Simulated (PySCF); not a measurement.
**Telling isomers of C₇H₁₁OPSi apart by NMR**

[PySCF 2.14: structure optimised with GFN2-xTB; GIAO PBE0/pcSseg-1 shieldings; no relativistic terms; in vacuum; one computed conformer; one averaged value for each set of equivalent atoms]

References, each an isolated molecule treated in the same way: 1H, 13C vs TMS. Splittings of carbon signals by F and P are missing where no couplings were computed. Where no couplings were computed, multiplicities follow the n + 1 count of equivalent neighbours, and m marks all less simple cases (inequivalent or close neighbours, rings, F or P nearby). Shifts are as computed. Against solution values, carbons near 30 ppm lie about +3 ppm off and those near 130 ppm about +5 ppm (rms about the fit 2.1 ppm; single classes can miss by 10 ppm). Of 1328 compounds with measured shifts, 309 miss one by over three times the rms of a fit or turn the order of signals round; such compounds aren't used in these exercises. Signals without a measured value on file couldn't be tested in this way; 1H shifts scatter by 0.2 ppm about their fit, and single ones miss by 0.5 ppm.

(1) Tabulate the signals of `C=C[P@]1(=O)C=C[C@H]([SiH3])C=C1`, `C=CC1=CC(C)=C([SiH3])[P@@H]1=O` and their relative energies.

(2) What is the quickest way to tell C=C[P@]1(=O)C=C[C@H]([SiH3])C=C1 from C=CC1=CC(C)=C([SiH3])[P@@H]1=O?

Answers

(1) 
| SMILES | carbon types | δC | δH | E rel. (kcal/mol) |
| --- | --- | --- | --- | --- |
| C=C[P@]1(=O)C=C[C@H]([SiH3])C=C1 | 6×CH 1×CH2 | 147.8, 145.0, 142.6, 131.1, 36.1 | 6.98 (m, 2H), 6.92 (m, 1H), 6.61 (m, 1H), 6.23 (m, 2H), 6.23 (m, 1H), 3.87 (d, 3H), 2.95 (m, 1H) | 0.7 |
| C=CC1=CC(C)=C([SiH3])[P@@H]1=O | 3×C 2×CH 1×CH2 1×CH3 | 169.2, 156.7, 143.0, 137.7, 135.2, 127.2, 22.7 | 7.71 (m, 1H), 6.83 (m, 1H), 6.58 (m, 1H), 6.32 (m, 1H), 5.99 (m, 1H), 4.45 (m, 3H), 2.18 (s, 3H) | 0.0 |

Energies are electronic energies at PBE0/pcSseg-1 on these geometries, without zero-point or thermal terms, each for the one conformer computed, which needn't be the lowest.

(2) Count the carbon signals: 5 against 7. The first has an allylic sp3 CH bonded to Si at 36.1 ppm, the second a fully substituted alkene carbon (C) at 169.2 ppm. Their most deshielded carbons lie at 147.8 and 169.2 ppm. In the proton spectra the most deshielded non-exchanging signals are 6.98 (m, 2H) and 7.71 (m, 1H).
